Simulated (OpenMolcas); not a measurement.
## Ionisation energies of xenon

```
Program             : OpenMolcas 26.06
Basis               : ANO-RCC [10s9p8d5f3g]
Scalar Hamiltonian  : DKH2, point nucleus
Spin-orbit coupling : RASSI with atomic mean-field integrals over the reference wave functions, term energies averaged over their components
```

Active shells in each charge state: the valence s, p shells, with orbitals averaged over the low states. Where CASPT2's correlated closed shells are named, they are those of the first ion.

A. CASSCF
B. SS-CASPT2, IPEA 0.25 Eh, imaginary shift 0.1 Eh (closed shells correlated: 4s 4p 4d)

Energies in eV between the lowest computed levels, named as in B; reference values from the NIST Atomic Spectra Database with their kind.

| From | To | A | B | Spin-orbit share in B | Reference |
| --- | --- | --- | --- | --- | --- |
| Xe 5s2 5p6 1S0 | Xe+ 5s2 5p5 2P* 3/2 | 11.261 | 12.104 | -0.400 | 12.130 (measured) |
| Xe+ 5s2 5p5 2P* 3/2 | Xe2+ 5s2 5p4 3P2 | 19.888 | 20.848 | -0.259 | 20.975 (semi-empirical) |
| Xe2+ 5s2 5p4 3P2 | Xe3+ 5s2 5p3 4S* 3/2 | 29.561 | 30.786 | +0.347 | 31.050 (semi-empirical) |
| Xe3+ 5s2 5p3 4S* 3/2 | Xe4+ 5s2 5p2 3P0 | 41.505 | 42.567 | -1.215 | 42.200 (measured) |
| Xe4+ 5s2 5p2 3P0 | Xe5+ 5s2 5p 2P* 1/2 | 53.568 | 54.715 | +0.366 | 54.100 (semi-empirical) |
| Xe5+ 5s2 5p 2P* 1/2 | Xe6+ 5s2 1S0 | 65.202 | 66.575 | +1.161 | 66.703 (measured) |
| Xe6+ 5s2 1S0 | Xe7+ 5s 2S 1/2 | 90.565 | 91.885 | +0.000 | 91.600 (semi-empirical) |
| Xe7+ 5s 2S 1/2 | Xe8+ 4d10 1S0 | 104.192 | 106.037 | +0.000 | 105.978 (measured) |

Error against the reference values, in %:

| From | Reference | A | B |
| --- | --- | --- | --- |
| Xe | measured | -7.2 | -0.2 |
| Xe+ | semi-empirical | -5.2 | -0.6 |
| Xe2+ | semi-empirical | -4.8 | -0.9 |
| Xe3+ | measured | -1.6 | +0.9 |
| Xe4+ | semi-empirical | -1.0 | +1.1 |
| Xe5+ | measured | -2.3 | -0.2 |
| Xe6+ | semi-empirical | -1.1 | +0.3 |
| Xe7+ | measured | -1.7 | +0.1 |

Mean absolute error over the 4 measured values: A 1.21 eV, B 0.14 eV. B lies closest.

* marks odd parity.
